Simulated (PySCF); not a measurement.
Si(F)(I)(Me)2 (C₂H₆FISi), SMILES C[Si](C)(F)I.

Geometry optimised at B3LYP-D3(BJ)/def2-SVP. The def2 effective core potentials stand for the cores of I; spin–orbit coupling is left out.

Calculation: B3LYP/def2-TZVP (PySCF).

Symmetry labels are those of the subgroup Cs that the program uses (full group Cs).

List the valence orbital energies around the gap with their symmetry. (Estimate from the structure and the level; the computed values follow.)


| orbital | symmetry | energy (eV) |
|---|---|---|
| HOMO−7 | A' | -11.59 |
| HOMO−6 | A" | -11.44 |
| HOMO−5 | A' | -11.24 |
| HOMO−4 | A" | -11.14 |
| HOMO−3 | A" | -9.18 |
| HOMO−2 | A' | -8.77 |
| HOMO−1 | A' | -7.43 |
| HOMO | A" | -7.33 |
| LUMO | A' | -0.28 |
| LUMO+1 | A' | 0.54 |
| LUMO+2 | A' | 0.70 |
| LUMO+3 | A" | 1.28 |
